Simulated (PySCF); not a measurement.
## Do core-level shifts follow atomic charges?

Species: C₆H₁₀OSi₂.
Geometry (PBE0-D3(BJ)/def2-SVP, Å), atoms numbered from 1 in this order:
```xyz
19
C6H10OSi2 angstrom
C      3.360   -0.107   -0.162
C      2.728   -0.826    0.810
O      1.398   -0.657    0.733
C      1.134    0.188   -0.306
Si    -0.648    0.605   -0.665
C     -1.772   -0.916   -0.894
Si    -2.701   -0.385    0.682
C     -1.636    1.184    0.856
C      2.323    0.552   -0.887
H      4.433   -0.056   -0.337
H      3.087   -1.481    1.601
H     -0.637    1.560   -1.815
H     -2.373   -0.901   -1.816
H     -1.258   -1.887   -0.834
H     -2.534   -1.344    1.818
H     -4.161   -0.123    0.482
H     -2.179    2.130    0.706
H     -1.055    1.264    1.788
H      2.437    1.218   -1.740
```

Binding energies: delta-SCF UKS SCAN, pcX-2 on the ionised atom, pcseg-1 elsewhere, spin-free X2C in PySCF. Charges: PBE0/pcSseg-1 ground-state density, for the ionised atom.

```
atom                        environment  C 1s (eV)  Mulliken (e)  IAO (e)  Hirshfeld (e)  ESP (e)
  C6        sp3 carbon bound to silicon     289.26        -0.830   -0.848         -0.258   -0.728
  C9                 aromatic CH carbon     290.20        -0.143   -0.196         -0.082   -0.225
  C1                 aromatic CH carbon     290.35        -0.178   -0.225         -0.090   -0.173
  C4        substituted aromatic carbon     290.87        -0.072   -0.136         -0.050   -0.098
  C2  aromatic CH next to a ring oxygen     291.44        +0.168   +0.015         +0.012   -0.112
```

Question: Give the correlation coefficient and slope of binding energy on charge for each scheme.

Answer: Hirshfeld: r = 0.97, slope 7.8 eV per e; Mulliken: r = 0.95, slope 2.1 eV per e; IAO: r = 0.93, slope 2.3 eV per e; ESP: r = 0.88, slope 2.7 eV per e. On 5 points no scheme stands out.

Question: The point-charge model writes a binding energy as kq + V + constant, with V the potential of the other atoms' charges at the site. What does it give with the ESP charges?

Answer: V = Σ 14.40 eV Å × q/r over all other atoms: +9.18 eV at C6, +1.34 eV at C9, +0.69 eV at C1, -0.04 eV at C4, +0.41 eV at C2. Fitting binding energy − V to q gives k = 17.4 eV per e and leaves an rms residual of 0.13 eV, against 0.34 eV for the fit on q alone. The model has no term for differences in relaxation between sites.

Isolated species at its PBE0-D3(BJ)/def2-SVP geometry (one conformer only).
